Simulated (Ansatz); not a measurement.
Cost and result for the atomization energy of C₂H₇InSi (`[InH2][CH]1C[SiH2]1`) (11 atoms, 11 bonds).

```xyz
11

In    0.2781    1.2193   -1.6414
C     0.0852   -0.5198   -0.4393
C    -1.0511   -0.7326    0.5808
Si    0.5669   -0.3117    1.3495
H    -0.6876    2.5908   -1.2274
H     1.4429    1.2524   -2.9105
H     0.4785   -1.4293   -0.8875
H    -1.4166   -1.7506    0.6830
H    -1.8524    0.0004    0.5910
H     1.3592   -1.3670    2.0149
H     0.7969    1.0482    1.8867
```

Total charge 0; spin multiplicity 1. Correlated methods include outer-core shells of In, which these sets cover unevenly. In takes the def2 core potential. All single points use the PBE0-D4/def2-TZVP geometry. Program: Ansatz. All runs use 4 threads of an Arm Neoverse N1 on a shared host. Times are those of one run each, without the atoms' runs, and a repeat can differ threefold. Electronic energies, without spin–orbit coupling; frozen cores. CCSD(T)/CBS adds CCSD(T) − MP2 in def2-TZVPP to the MP2 limit, and its time is that of the two runs behind it. T1 = 0.013. With those shells the extrapolation isn't a true limit. B3LYP takes the VWN-RPA correlation (the form of Gaussian; ORCA's B3LYP/G).

CCSD(T)/CBS is a level of theory with its own doubt, some kJ/mol a heavy atom from the limit and from the frozen cores, so smaller differences don't rank the functionals.

```tsv
level	functions	atomization (kcal/mol)	difference from CCSD(T)/CBS	per bond
ωB97M-V/def2-TZVPP (with forces)	252	830.6	1.4	0.1
B3LYP-D4/def2-TZVPP (with forces)	252	822.1	-7.1	-0.6
CCSD(T)/CBS(def2)	–	829.2	0.0	0.0
ωB97X-V/def2-TZVPP	252	833.5	4.3	0.4
MP2/def2-QZVPP	476	823.4	-5.8	-0.5
B2PLYP/def2-TZVPP	252	813.5	-15.7	-1.4
r2SCAN-D4/def2-TZVPP (with forces)	252	830.1	0.9	0.1
PBE-D4/def2-TZVPP (with forces)	252	833.4	4.2	0.4
CCSD(T)/def2-TZVPP	252	809.8	-19.4	-1.8
PBE0-D4/def2-TZVPP	252	827.2	-2.0	-0.2
```

**Question.** Order the runs by time, with rough figures. (An estimate is asked.)

**Answer.** The calculation gave: PBE-D4/def2-TZVPP (with forces) 4.9 s; PBE0-D4/def2-TZVPP 6 s; B3LYP-D4/def2-TZVPP (with forces) 9.5 s; r2SCAN-D4/def2-TZVPP (with forces) 10 s; B2PLYP/def2-TZVPP 11 s; ωB97X-V/def2-TZVPP 16 s; ωB97M-V/def2-TZVPP (with forces) 23 s; MP2/def2-QZVPP 39 s; CCSD(T)/def2-TZVPP 4.7 min; CCSD(T)/CBS(def2) 5.3 min.

In def2-TZVPP, CCSD(T) changes the Hartree–Fock value by +203.9 kcal/mol (the triples alone add +11.6 kcal/mol) and MP2 by +205.9 kcal/mol; breaking electron pairs costs correlation energy, which Hartree–Fock lacks. The D4 term adds +9.5 kcal/mol with B3LYP and +4.9 kcal/mol with PBE0; it sums over pairs of atoms, weighted by their polarisabilities, and B3LYP, whose exchange is more repulsive, gets the larger term. From PBE to PBE0 (25 % exact exchange), in def2-TZVPP and without D4, the atomization energy moves by −5.2 kcal/mol: exact exchange takes away binding that semilocal exchange gives to molecules.

Spin–orbit coupling would lower the free In atoms strongly, and the atomization energy with them, by more than many differences here.
